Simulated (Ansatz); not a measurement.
Species: SnHF, charge 0, singlet. SnHF (SMILES [F][SnH]).
B3LYP-D3(BJ)/def2-TZVP minimum from Ansatz (a quantum-chemistry and plane-wave program):
```xyz
3

Sn    -0.0970    -0.1732     0.2167
H     -1.0126    -1.0871    -1.0253
F      0.6513     1.0832    -1.0899
```
Charge 0, spin multiplicity 1.

Total energies in hartree (Ansatz). Open shells are spin-unrestricted; no spin-orbit coupling. Cores are frozen in correlated methods (noble-gas shells, and filled d and f shells in the p block). Past Kr the def2 sets carry scalar-relativistic core potentials. Where a partner has so few electrons that a lower coupled-cluster level is exact, that level stands in. Spin-orbit terms, left out, reach several kcal/mol for Br and I, and more for heavier atoms.

```csv
species,HF/def2-TZVPP,CCSD(T)/def2-TZVPP,HF/def2-QZVPP,CCSD(T)/def2-QZVPP,CCSDT(Q)/def2-QZVPP
1: SnHF (SMILES [F][SnH]),-313.43525,-313.80120,-313.44270,-313.83945,-313.84032
2: Sn (triplet),-213.33992,-213.39742,-213.34066,-213.40091,-213.40140
3: H (doublet),-0.49981,-0.49981,-0.49998,-0.49998,-0.49998
4: F (doublet),-99.41180,-99.62506,-99.41589,-99.65118,-99.65148
```

### Question
Work out the atomisation energy (electronic, to ground-state atoms) in kJ/mol: take Hartree-Fock from def2-QZVPP, extrapolate the CCSD(T) correlation energy as X^-3 (X = 3, 4), and add CCSDT(Q) - CCSD(T) in def2-QZVPP. 1 hartree = 2625.5 kJ/mol.

### Answer

Species 1: correlation (64·(-0.39675) - 27·(-0.36595))/37 = -0.41923; step -0.00087; E1 = -313.44270 + (-0.41923) + (-0.00087) = -313.86280
Species 2: correlation (64·(-0.06025) - 27·(-0.05750))/37 = -0.06226; step -0.00049; E2 = -213.34066 + (-0.06226) + (-0.00049) = -213.40341
Species 3: correlation (64·(0.00000) - 27·(0.00000))/37 = 0.00000; step +0.00000; E3 = -0.49998 + (0.00000) + (+0.00000) = -0.49998
Species 4: correlation (64·(-0.23529) - 27·(-0.21326))/37 = -0.25137; step -0.00030; E4 = -99.41589 + (-0.25137) + (-0.00030) = -99.66756
-1·E1 +1·E2 +1·E3 +1·E4 = 0.29185 hartree = 766.3 kJ/mol.
